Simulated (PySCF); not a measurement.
## Radial density of V (vanadium, neutral)

UHF, [Ar] 3d3 4s2, high-spin 4F determinant. Computed with PySCF 2.14 in aug-cc-pVQZ-DK, with scalar relativity by spin-free X2C-1e.

| r (bohr) | 4πr²ρ (e/bohr) | 4πr²(ρα − ρβ) |
| --- | --- | --- |
| 0.00113 | 0.1757 | 0.0000 |
| 0.00190 | 0.4480 | 0.0000 |
| 0.00320 | 1.119 | 0.0000 |
| 0.00539 | 2.705 | 0.0000 |
| 0.00906 | 6.161 | 0.0001 |
| 0.0152 | 12.63 | 0.0002 |
| 0.0256 | 21.61 | 0.0002 |
| 0.0431 | 27.43 | 0.0000 |
| 0.0725 | 23.57 | -0.0006 |
| 0.122 | 21.55 | 0.0072 |
| 0.205 | 29.71 | 0.0931 |
| 0.345 | 18.32 | 0.5304 |
| 0.581 | 9.285 | 1.5870 |
| 0.977 | 10.87 | 2.1436 |
| 1.64 | 3.166 | 1.1910 |
| 2.76 | 0.9145 | 0.2609 |
| 4.65 | 0.3321 | -0.0168 |
| 7.82 | 0.02281 | -0.0063 |
| 13.2 | 8.531e-05 | -0.0001 |

Densities and radii are taken from the X2C orbitals without a picture-change correction, which distorts them close to the nucleus.

Question: Where is the radial spin density 4πr²(ρα − ρβ) most negative, and why is it negative at all?

Answer: Around r = 4.65 bohr, down to -0.0168 e/bohr: exchange with the open shell polarises the paired shells in an unrestricted calculation.
